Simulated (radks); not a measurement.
Question: The table gives one normalised radial function P(r) = r R(r) of W in [Xe] 4f14 5d4 6s2 (r in bohr). Method: scalar-relativistic Kohn-Sham, PBE, spin-polarised, spherical densities, finite nucleus; open shells are filled with parallel spins first (spin-orbit coupling, left out, can overturn this in heavy ions); Fermi nuclear charge, rms radius 5.3658 fm; computed with a radial shooting solver on a logarithmic mesh with Libxc functionals.

r	P
0.0009264	0.0000
0.001078	0.0000
0.001256	0.0000
0.001462	0.0000
0.001715	0.0000
0.001997	0.0000
0.002325	0.0000
0.002706	0.0000
0.003176	0.0000
0.003697	0.0000
0.004304	0.0000
0.005011	0.0000
0.00588	0.0000
0.006845	0.0000
0.007969	0.0000
0.009277	0.0001
0.01089	0.0001
0.01267	0.0002
0.01475	0.0003
0.01718	0.0006
0.02016	0.0011
0.02347	0.0018
0.02732	0.0031
0.0318	0.0053
0.03732	0.0091
0.04345	0.0149
0.05058	0.0242
0.05888	0.0388
0.0691	0.0623
0.08044	0.0958
0.09365	0.1439
0.109	0.2109
0.1279	0.3058
0.1489	0.4216
0.1734	0.5617
0.2019	0.7209
0.2369	0.8974
0.2758	1.0570
0.321	1.1895
0.3737	1.2757
0.4386	1.3014
0.5106	1.2602
0.5944	1.1622
0.692	1.0217
0.812	0.8480
0.9453	0.6769
1.101	0.5144
1.281	0.3709
1.503	0.2474
1.75	0.1581
2.038	0.0945
2.372	0.0524
2.784	0.0257
3.241	0.0119
3.773	0.0049
4.392	0.0018
5.154	0.0005
6	0.0001
6.985	0.0000
8.132	0.0000
9.543	0.0000
11.11	0.0000

Which n and l does it have? It may be an empty orbital.

Answer: n = 4, l = 3: the number of nodes gives n - l - 1 = 0, the rise at small r (about r^(l+1), flatter next to the nucleus through relativity) gives l, and the extent must fit the shell. The curve is that of 4f up; the table hardly tells the two spins apart. 4f up: eigenvalue -32.983 eV, 0 radial nodes, <r> = 0.610 bohr, 90 % of the charge inside 1.01 bohr.
